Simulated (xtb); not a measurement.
xtb input:

```bash
xtb mol.xyz --gfn 1 --sp --chrg -1 --uhf 0
```
mol.xyz:
```
6

O      1.39901660    -0.49795935     0.03366731
B      0.19588406    -0.06972205     0.00471395
O     -0.98129508    -0.92517319    -0.15754506
O     -0.18219759     1.33930127     0.12954563
H     -1.78320164    -0.46787925     0.10955747
H     -1.08041008     1.48713965    -0.17847023
```

Task: Which total energy does the run end on?

Result: -16.92294 Eh (GFN1-xTB).
